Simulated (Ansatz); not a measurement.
Geometry optimisation, RKS PBE-D4/def2-SVP (Ansatz).

Input file:

```yaml
crystal:
  periodic: [false, false, false]
  atoms:
    - { symbol: B, position_ang: [0.0, 0.0, 0.0] }
    - { symbol: "N", position_ang: [0.0, 0.0, 1.9] }
    - { symbol: H, position_ang: [-0.877, -0.2713, 2.43] }
    - { symbol: H, position_ang: [0.877, 0.2713, 2.43] }
    - { symbol: Cl, position_ang: [1.6108, 0.0, -0.93] }
    - { symbol: Cl, position_ang: [-1.6108, 0.0, -0.93] }
    - { symbol: O, position_ang: [-0.4975, 1.5446, 0.5392] }
    - { symbol: H, position_ang: [-1.4276, 1.738, 0.1962] }
    - { symbol: H, position_ang: [-0.3332, 1.0344, 1.5734] }
basis:
  gaussian: { orbitals: def2-SVP }
hamiltonian:
  xc: pbe
  dispersion: d4
relax:
  f_tol: 0.15
  max_steps: 25
  restrain:
    - { distance: [0, 6], at: 2.61, k: 30.0 }
    - { distance: [8, 1], at: 2.26, k: 30.0 }
    - { distance: [0, 1], at: 1.55, k: 30.0 }
    - { distance: [8, 6], at: 1.01, k: 30.0 }
output:
  orbitals: {}
```

Command:

```bash
$ ansatz run input.yaml --threads 2 --pin off --max-ram 3072MiB --backend cpu --events-out ev --progress --plain --runs-dir out
```

Task: Where does it end, and by what steps?

Result: It converged. The restraints hold the end off the free minimum; the threshold counts their pulls, which the force column leaves out. Restrained pairs: B1–O7 (1.71 → 2.61 Å), N2–H9 (1.13 → 2.26 Å), B1–N2 (1.90 → 1.48 Å), O7–H9 (1.16 → 0.99 Å). After 8 steps the energy has fallen by 3.068 eV (the restraints' own energy left out); H9 moved furthest, 0.87 Å.

| step | energy less start (eV) | largest force component (eV/Å) | accepted |
| --- | --- | --- | --- |
| 0 | 0.0000 | 4.208 | yes |
| 1 | -0.4004 | 3.188 | yes |
| 2 | -0.8196 | 2.337 | yes |
| 3 | -1.6167 | 1.775 | yes |
| 4 | -2.6131 | 1.310 | yes |
| 5 | -2.8751 | 1.828 | yes |
| 6 | -2.9781 | 1.933 | yes |
| 7 | -3.0554 | 2.176 | yes |
| 8 | -3.0677 | 2.169 | yes |

```xyz
9
Properties=species:S:1:pos:R:3
B 0.024 -0.166 0.255
N 0.057 -0.301 1.727
H -0.729 -0.683 2.253
H 0.951 -0.285 2.218
Cl 1.539 0.031 -0.621
Cl -1.509 -0.459 -0.603
O -0.611 2.355 0.512
H -1.419 1.982 0.109
H -0.561 1.842 1.359
```

Time of the run: 20 s on 2 threads of Arm Neoverse V1, on a shared host, peak memory 0.15 GiB.
